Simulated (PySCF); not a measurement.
**TcS3: from structure and modes to constants**

These are results of UPBE0/[Tc def2-SVP with ECP28, S def2-SVP], scalar-relativistic core potentials, density fitting, no spin–orbit coupling, PySCF, not measurements.

The doublet minimum has C3v symmetry. Masses (u): Tc 98.90722, S 31.97207.

```xyz
4
charge 0 multiplicity 2, angstrom
Tc    0.0000    0.0000   -0.2112
S     2.0363    0.0000    0.2178
S    -1.0181    1.7635    0.2178
S    -1.0182   -1.7635    0.2178
```

Harmonic wavenumbers (cm⁻¹): 94.2 (a1, ×1), 177.0 (e, ×2), 530.9 (a1, ×1), 581.3 (e, ×2).

**Question.** Find the principal moments of inertia and the rotational constants. What kind of rotor is it?

**Answer.** About the centre of mass I = 207.82, 207.82, 397.72 u Å². With B = 16.8576/I this gives 0.08112, 0.08112, 0.04239 cm⁻¹. The molecule is an oblate symmetric top.

**Question.** Find the vibrational entropy and heat capacity at 298.15 K.

**Answer.** With u = 1.43878 ω/T, each mode gives S = R[u/(eᵘ−1) − ln(1−e⁻ᵘ)] and C = R u² eᵘ/(eᵘ−1)².
```csv
ω (cm⁻¹),u,S (J/(mol K)),C (J/(mol K))
94.2,0.454,14.94,8.17
177.0 (×2),0.854,9.87,7.83
530.9,2.562,2.45,4.94
581.3 (×2),2.805,2.02,4.48
```
The sums over all modes are S = 41.2 and C = 37.7 J/(mol K); the softest mode gives 36 % of the entropy (each member, where degenerate).

**Question.** Give the standard entropy (298.15 K, 1 bar) by its translational, rotational, vibrational and spin parts, and Cp.

**Answer.** Sackur–Tetrode with M = 194.82 u gives 174.6; rotation with symmetry number 3 gives 108.6; vibration 41.2; spin R ln 2 = 5.8. The total is 330.2 J/(mol K), and Cp = 4 R + 37.7 = 71.0 J/(mol K).

Only a few start shapes were tried, so a lower isomer may exist. Open d and f shells are described by one determinant, and the ground state may have another occupation or spin.
